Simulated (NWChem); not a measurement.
BH$_{2}$F; SMILES BF

Program: NWChem. Coordinates come from a B3LYP/6-31G* (spherical d) optimisation. Ions are spin-unrestricted doublets at the neutral geometry; other ion states weren't tried.

For level BHandHLYP/def2-SVP:

```yaml
vertical ionisation energy, ΔSCF (eV): 12.69
"−ε(HOMO) (eV)": 10.84
```

Task: How do the values read with level r2SCAN/def2-SVP instead?

Result: 
* **vertical ionisation energy, ΔSCF (eV)**: 12.23
* **−ε(HOMO) (eV)**: 8.03
